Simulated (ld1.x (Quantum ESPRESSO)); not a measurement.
# O: variants of one PAW potential

Base potential:

* Element: oxygen (O)
* Generator: ld1.x (Quantum ESPRESSO) 7.5
* Type: PAW
* Functional: PBEsol
* Relativity: scalar-relativistic
* Frozen core: [He]
* Valence charge: 6
* Reference configuration: 2s2 2p4
* Partial waves: 2s (bound): rcut 0.80, rcutus 1.00 bohr; 2s channel at -0.85 Ry: rcut 0.80, rcutus 1.00 bohr; 2p (bound): rcut 1.25, rcutus 1.40 bohr; 2p channel at 0.5 Ry: rcut 1.25, rcutus 1.40 bohr
* Local potential: all-electron potential smoothed inside 1.15 bohr (lloc = -2)
* Core correction: Bessel-smoothed model core inside 0.65 bohr
* Augmentation charge: PSQ, inside the norm-conserving radii

All-electron outer shells of the reference configuration (PBEsol, scalar-relativistic, ld1.x):

```json
{"shell": "1s", "level (eV)": "-512.77", "outermost node (bohr)": "–", "outermost maximum (bohr)": "0.13"}
{"shell": "2s", "level (eV)": "-23.81", "outermost node (bohr)": "0.28", "outermost maximum (bohr)": "0.87"}
{"shell": "2p", "level (eV)": "-8.97", "outermost node (bohr)": "–", "outermost maximum (bohr)": "0.82"}
```

Cutoffs, loose and tight: the cutoffs (Ry, on a coarse ladder) from which the occupation-weighted sum of valence levels, in a spherical-Bessel basis at the reference potential, stays within 10 and 1 mRy of its value at 400 Ry. They do not see the model core or the augmentation charge, which bear on the density cutoff. Test errors are all-electron minus pseudo excitation energies from the reference, over the configurations 2s2 2p3; 2s2 2p2; 2s2 2p1; 2s2 2p0; 2s1 2p5; 2s1 2p4; 2s2 2p3.5. A dash means not determined; rows that change the core or the reference have their own tests.

| change | outcome | cutoff, loose | cutoff, tight | bound ghosts | largest test error (meV) |
| --- | --- | --- | --- | --- | --- |
| base | generated | 35 Ry | 60 Ry | none | -3.9 |
| waves 2s (bound): rcut 0.60, rcutus 0.64 bohr; 2s channel at -0.85 Ry: rcut 0.60, rcutus 0.64 bohr | generated | 90 Ry | 120 Ry | none | -12 |
| waves 2s (bound): rcut 0.70, rcutus 0.74 bohr; 2s channel at -0.85 Ry: rcut 0.70, rcutus 0.74 bohr | generated | 60 Ry | 80 Ry | none | -12 |
| waves 2s (bound): rcut 0.78, rcutus 0.82 bohr; 2s channel at -0.85 Ry: rcut 0.78, rcutus 0.82 bohr | generated | 40 Ry | 70 Ry | none | +6.2 |
| waves 2s (bound): rcut 0.80, rcutus 0.94 bohr; 2s channel at -0.85 Ry: rcut 0.80, rcutus 0.94 bohr | generated | 35 Ry | 60 Ry | none | -13 |
| waves 2s (bound): rcut 0.80, rcutus 1.04 bohr; 2s channel at -0.85 Ry: rcut 0.80, rcutus 1.04 bohr | generated | 35 Ry | 60 Ry | none | +4.1 |
| waves 2s (bound): rcut 0.80, rcutus 1.10 bohr; 2s channel at -0.85 Ry: rcut 0.80, rcutus 1.10 bohr | generated | 35 Ry | 60 Ry | none | +13 |
| waves 2s (bound): rcut 0.80, rcutus 1.24 bohr; 2s channel at -0.85 Ry: rcut 0.80, rcutus 1.24 bohr | generated | 35 Ry | 60 Ry | none | +46 |
| waves 2s (bound): rcut 0.80, rcutus 1.30 bohr; 2s channel at -0.85 Ry: rcut 0.80, rcutus 1.30 bohr | generated | 35 Ry | 60 Ry | none | +66 |
| waves 2s (bound): rcut 0.80, rcutus 1.38 bohr; 2s channel at -0.85 Ry: rcut 0.80, rcutus 1.38 bohr | generated | 35 Ry | 60 Ry | none | +92 |
| waves 2s (bound): rcut 0.80, rcutus 1.54 bohr; 2s channel at -0.85 Ry: rcut 0.80, rcutus 1.54 bohr | generated | 35 Ry | 55 Ry | none | +232 |

Reading the sweep of the s radius (base included, trends over the rows without a ghost): The loose cutoff falls from 90 Ry at 0.64 to 35 Ry at 1.54 bohr. A larger radius leaves more room for a smooth pseudo-wave, so fewer plane waves are needed; a smaller one forces it to follow the all-electron wave where it bends sharply. The median size of the test errors (rows with all tests solved) is not monotonic: lowest 0.3 meV at 1.54 bohr, highest 2.6 meV at 0.64 bohr.
